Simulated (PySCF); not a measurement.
Simulation results for GeH$_{6}$Si$_{2}$

Calculation on a computer-drawn molecule: the log of a Hartree-Fock and frozen-core CCSD(T) single point meant for a local Hartree-Fock minimum, with one planted fault or none, to be diagnosed. Offsets are logged minus clean, where the clean run is the same molecule without the fault. The reference is restricted for singlets and unrestricted otherwise, and also for a bond in bohr or an excited solution. Adding or removing an electron swaps singlet and doublet. The excited solution moves the top pair (singlet) or top alpha electron (doublet) to the lowest empty orbital. Highest occupied and lowest empty are orbital energies over both spins, largest force is the largest gradient component, triples share is (T) over the correlation energy, the T1 limit is 0.02 restricted and 0.045 unrestricted, electrons count all cores, a negative frequency is imaginary (commonest isotopes), and the dipole is about the centre of nuclear charge; on germanium a core potential holds 10 electrons, which the energies leave out, and 3d is frozen in MP2 and coupled-cluster steps. Program: PySCF 2.14.0.

```xyz
9
formula=GeH6Si2 meant_charge=0 meant_multiplicity=1 meant_basis=cc-pV(D+d)Z meant_basis_and_core_potential_on_germanium=cc-pVDZ-PP_ECP10MDF logged_electrons=66 logged_basis_functions=99 logged_SCF_converged=yes logged_spin_squared=0 logged_highest_occupied=-8.6122 logged_lowest_empty=-0.1127 logged_largest_force=1.044e-05 logged_lowest_frequency=67.296 logged_T1_diagnostic=0.015402 logged_D1_diagnostic=0.03632 logged_triples_share=0.027982 logged_CC_converged=yes logged_dipole_magnitude=0.35153 logged_SCF_stable_within_its_kind=yes logged_energy_HF=-874.67067 logged_energy_CCSD(T)=-875.03174 possible_faults=no_fault,one_electron_removed,one_electron_added,multiplicity_raised_by_two,geometry_at_a_saddle_point,SCF_held_on_an_excited_solution,minimal_basis_STO-3G,one_bond_length_entered_in_bohr,all_coordinates_scaled
Si    -0.4852     2.1082     0.2209
Si     0.1688    -0.0378    -0.6592
Ge     2.0656    -0.8853     0.5791
H     -0.9962     1.4764     1.5004
H     -0.9319    -1.0313    -0.5433
H      0.5608     0.0399    -2.0901
H      3.2063     0.1424     0.5948
H      2.5942    -2.1770    -0.0551
H      1.6714    -1.1772     2.0320
```

Units: logged_highest_occupied, logged_lowest_empty in eV; logged_largest_force in hartree/bohr; logged_lowest_frequency in cm⁻¹; logged_dipole_magnitude in debye; logged_energy_HF, logged_energy_CCSD(T) in hartree.

Drawn bonds:
| atom | other atom | order |
| --- | --- | --- |
| 1 | 2 | 1 |
| 2 | 3 | 1 |
| 1 | 4 | 1 |
| 2 | 5 | 1 |
| 2 | 6 | 1 |
| 3 | 7 | 1 |
| 3 | 8 | 1 |
| 3 | 9 | 1 |

Questions
1. Which fault was planted in the run of GeH$_{6}$Si$_{2}$?

Answers
1. no fault

Further results for GeH$_{6}$Si$_{2}$:

- HF energy offset from clean run: 0 kcal/mol
- CCSD(T) energy offset from clean run: 0 kcal/mol
